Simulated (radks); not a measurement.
Trend from Sc3+ to Zn3+: ionisation energy by Delta-SCF between NIST ground configurations, and size. All-electron calculation, Dirac Kohn-Sham, PBE, spin-unpolarised, spherical densities, point nucleus; open shells fill j = l - 1/2 first. Program: a radial shooting solver on a logarithmic mesh with Libxc functionals.

| species | configuration | configuration of the ion | IE (eV) | NIST (eV) | kind | r at 0.001 e/bohr^3 (bohr) |
|---|---|---|---|---|---|---|
| Sc3+ | [Ar] | [Ne] 3s2 3p5 | 73.700 | 73.489 | exp. | 2.73 |
| Ti3+ | [Ar] 3d1 | [Ar] | 43.322 | 43.267 | exp. | 2.78 |
| V3+ | [Ar] 3d2 | [Ar] 3d1 | 45.914 | 46.709 | exp. | 2.80 |
| Cr3+ | [Ar] 3d3 | [Ar] 3d2 | 48.405 | 49.16 | semi-emp. | 2.79 |
| Mn3+ | [Ar] 3d4 | [Ar] 3d3 | 50.811 | 51.2 | semi-emp. | 2.77 |
| Fe3+ | [Ar] 3d5 | [Ar] 3d4 | 52.966 | 54.91 | exp. | 2.75 |
| Co3+ | [Ar] 3d6 | [Ar] 3d5 | 55.214 | 51.3 | semi-emp. | 2.72 |
| Ni3+ | [Ar] 3d7 | [Ar] 3d6 | 57.403 | 54.9 | semi-emp. | 2.68 |
| Cu3+ | [Ar] 3d8 | [Ar] 3d7 | 59.539 | 57.38 | semi-emp. | 2.65 |
| Zn3+ | [Ar] 3d9 | [Ar] 3d8 | 61.628 | 59.57 | exp. | 2.62 |

Reference values: NIST Atomic Spectra Database (exp. = measured, semi-emp. = semi-empirical, theory = theoretical value adopted there). Spin polarisation and multiplet splitting are left out, so open shells lie too high by an amount that depends on their filling.

Beside tabulated values, note that spin-unpolarised runs miss the spin-polarisation part of the exchange energy of open shells.
